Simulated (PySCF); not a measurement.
# Computed spin Hamiltonian

Compound: C6H6NOS (doublet state).
Cartesian coordinates in Å at the GFN2-xTB level; atoms count from 1:
```xyz
15
C6H6NOS angstrom
C     -3.005   -0.116    0.074
N     -1.802    0.223    0.744
C     -0.641    0.123    0.223
C     -0.162   -0.310   -1.054
C      1.196   -0.248   -1.172
C      1.852    0.224   -0.023
C      3.271    0.388    0.141
O      3.824    0.787    1.141
S      0.744    0.604    1.244
H     -2.893   -0.428   -0.969
H     -3.666    0.752    0.129
H     -3.485   -0.916    0.644
H     -0.825   -0.649   -1.829
H      1.742   -0.532   -2.056
H      3.848    0.106   -0.763
```

The hyperfine couplings belong to this conformer and change with its torsions.

Identity: `C[N]C1=CC=C(C=O)S1` [radical].

The calculation used PySCF, UKS B3LYP, pcH-1 on C H N O S, non-relativistic, mean-field spin-orbit, GIAO. Geometry: GFN2-xTB, one conformer, isolated molecule. Couplings are sensitive to structure, and on GFN2-xTB geometries they can be far from those on DFT ones. Stability of the SCF solution: not tested. ⟨S²⟩ is 0.780 where a pure state has 0.75.

| Quantity | Value |
| --- | --- |
| g1, g2, g3 | 2.00210, 2.00361, 2.00936 |
| g_iso | 2.00503 |
| Form of g | rhombic: the two nearest values differ by 21 % of g3 − g1 |
| ⟨S²⟩ | 0.7800 (exact 0.7500) |
| HOMO–LUMO gap, α and β orbitals | 4.21, 3.48 eV |
| Total energy | -760.38448 Eh |
| Basis functions | 295 |

Hyperfine couplings atom by atom, in MHz; T1 to T3 are the principal values of the dipolar part; ρ(0) is the spin density at the nucleus:

```tsv
atom	isotope	a_iso	of which spin–orbit	T1	T2	T3	Mulliken spin population	ρ(0) (bohr⁻³)
C1	13C	-14.9	0.0	-1.8	0.5	1.3	-0.03	-0.0133
N2	14N	16.7	0.0	-19.3	-19.1	38.5	0.40	0.0517
C3	13C	-34.6	0.0	-21.8	7.7	14.1	-0.15	-0.0308
C4	13C	28.1	0.0	-24.4	-23.6	48.0	0.32	0.0250
C5	13C	-26.0	0.0	-19.3	8.7	10.5	-0.16	-0.0232
C6	13C	31.5	0.2	-29.3	-28.2	57.5	0.33	0.0279
C7	13C	-17.5	0.0	-3.9	0.3	3.6	-0.03	-0.0155
O8	17O	-10.3	-0.2	-47.4	23.7	23.7	0.15	0.0168
S9	33S	2.7	-0.1	-14.7	-11.8	26.4	0.13	0.0082
H10	1H	-0.2	0.0	-2.5	-1.2	3.7	0.00	0.0000
H11	1H	51.4	0.0	-3.1	-2.0	5.1	0.02	0.0115
H12	1H	58.5	0.0	-3.1	-1.9	5.1	0.02	0.0131
H13	1H	-20.5	0.0	-10.8	-1.0	11.8	-0.01	-0.0046
H14	1H	7.4	0.0	-2.8	-1.5	4.3	0.01	0.0017
H15	1H	-2.4	0.0	-2.4	-1.9	4.3	0.00	-0.0005
```

The largest Mulliken spin populations are on N2 (+0.40), C6 (+0.33), C4 (+0.32) and C5 (-0.16). The positive populations add up to 1.38 and the negative ones to -0.38, together 2S = 1.

The SMILES `C[N]c1ccc(C=O)s1` draws the unpaired electron on N2, whose computed spin population is only +0.40.

Axes: g2 points within 8° of the C6–S9 bond and g3 points within 2° of the C1–N2 bond.

Under fast tumbling the dipolar parts average out, and these isotropic splittings remain: 3 × 1H (H10/H11/H12, I = 1/2, 4 lines) with 1.30 mT, 1 × 1H (H13, I = 1/2, 2 lines) with 0.73 mT, 1 × 14N (N2, I = 1, 3 lines) with 0.59 mT, 1 × 1H (H14, I = 1/2, 2 lines) with 0.27 mT and 1 × 1H (H15, I = 1/2, 2 lines) with 0.09 mT.

Nuclei that the bonding pattern makes equivalent are averaged, as if the motion that swaps them (rotation, inversion, ring flip) were fast. The three 1H nuclei of mean +36.6 MHz run from -0.2 to 58.5 MHz in the frozen geometry.

The 17O coupling of O8 (-10.3 MHz) shows only in satellite lines or after enrichment, since that isotope makes up about 0.038 % of natural oxygen.

The 13C coupling of C3 (-34.6 MHz) shows only in satellite lines or after enrichment, since that isotope makes up about 1.07 % of natural carbon.

The run took 2.1 min wall (with the writing of density and orbital grids) on one thread, Arm Neoverse V1 (aarch64), shared host with 32 logical CPUs at a one-minute load of 43, and the process peaked at 0.97 GiB of memory.
